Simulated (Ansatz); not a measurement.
Born–Oppenheimer molecular dynamics of C$_{2}$H$_{8}$O$_{3}$Si (14 atoms, charge 0, multiplicity 1). It starts from a relaxed structure.

Theory: Ansatz 0.2.0, RKS PBE-D4/def2-SVP.

* ensemble: NVT, Langevin thermostat
* time step: 0.5 fs
* steps asked: 150
* set temperature: 200 K
* friction: 0.05 /fs
* seed: 703905

First frame:

```xyz
14
Properties=species:S:1:pos:R:3
Si -0.393 -0.445 0.315
O 0.009 -0.505 1.929
H 0.172 0.365 2.334
O 0.883 -0.061 -0.698
C 1.974 -0.922 -0.962
H 1.646 -1.948 -1.251
H 2.564 -0.505 -1.804
H 2.650 -1.017 -0.082
O -1.491 0.787 0.108
C -1.820 1.394 -1.129
H -2.541 0.773 -1.710
H -2.303 2.373 -0.927
H -0.921 1.566 -1.760
H -0.902 -1.814 -0.008
```

Task: How far do the bonds stretch over the last three quarters of this one trajectory? (Pairs bonded in most of those frames.)

Result: 
```
   bond  mean (Å)  spread (Å)  shortest  longest
 Si1–O2     1.659       0.018      1.63     1.69
 Si1–O4     1.691       0.007      1.68     1.70
 Si1–O9     1.655       0.022      1.61     1.68
Si1–H14     1.508       0.027      1.45     1.56
  O2–H3     0.976       0.016      0.95     1.00
  O4–C5     1.404       0.016      1.37     1.43
  C5–H6     1.119       0.020      1.08     1.16
  C5–H7     1.115       0.036      1.04     1.19
  C5–H8     1.117       0.023      1.08     1.16
 O9–C10     1.409       0.029      1.36     1.49
C10–H11     1.115       0.016      1.08     1.15
C10–H12     1.113       0.018      1.08     1.15
C10–H13     1.115       0.016      1.09     1.16
```

Mean temperature of the second half: 191 K. A run of 0.075 ps of so small a system gives no equilibrium averages.

The run took 3.6 min on 4 threads of Arm Neoverse V1, with other jobs on the host, peak memory 0.17 GiB.
